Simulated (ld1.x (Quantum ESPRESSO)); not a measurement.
phosphorus TM: all-electron and pseudo phase curves

* Element: phosphorus (P)
* Generator: ld1.x (Quantum ESPRESSO) 7.5
* Type: norm-conserving Troullier–Martins (Kleinman–Bylander form)
* Functional: PBE
* Relativity: scalar-relativistic
* Frozen core: [Ne]
* Valence charge: 5
* Reference configuration: 3s2 3p3
* Partial waves: 3s (bound): rc 1.40 bohr; 3p (bound): rc 1.40 bohr; 3d channel at 0.45 Ry: rc 1.50 bohr
* Local potential: the d channel
* Core correction: a·sin(br)/r model core inside 0.95 bohr

The phase is arctan(r·u′/u) with u = r·R(r), unwrapped; energies in Ry, scanned from -3 to 5 Ry. A pole is an energy at which the radial function vanishes at the test radius. The pseudo phase is shifted by a multiple of π to meet the all-electron one at the reference energy, and phase errors are pseudo minus all-electron; the curves can meet again beyond the range given. Levels narrower than the energy grid can be missing from the lists of poles.

```csv
channel,radius (bohr),reference energy (Ry),"poles, all-electron","poles, pseudo",unbroken range about the reference energy with phases within 0.05 rad,phase error 1 Ry above the reference energy (rad)
s,1.65,-1.03,3.94,1.45,below 0.6,-0.022
p,1.65,-0.40,4.93,3.91,below 3.2,-0.016
d,1.65,0.45,none,none,the whole range,+0.003
```

Phases in the p channel:

```tsv
E (Ry)	all-electron	pseudo
-3.00	1.134	1.128
-2.76	1.109	1.103
-2.52	1.080	1.074
-2.28	1.046	1.040
-2.04	1.006	1.000
-1.80	0.957	0.952
-1.56	0.898	0.893
-1.32	0.825	0.821
-1.08	0.734	0.731
-0.84	0.617	0.616
-0.60	0.469	0.469
-0.36	0.283	0.283
-0.12	0.060	0.059
0.12	-0.185	-0.190
0.36	-0.426	-0.436
0.60	-0.639	-0.655
0.84	-0.814	-0.835
1.08	-0.953	-0.977
1.32	-1.061	-1.089
1.56	-1.147	-1.177
1.80	-1.216	-1.249
2.04	-1.273	-1.308
2.28	-1.320	-1.357
2.52	-1.359	-1.399
2.76	-1.393	-1.436
3.00	-1.422	-1.469
3.24	-1.448	-1.498
3.48	-1.470	-1.525
3.72	-1.491	-1.551
3.96	-1.509	-1.575
4.20	-1.526	-1.599
4.44	-1.542	-1.623
4.68	-1.556	-1.648
4.92	-1.570	-1.674
```
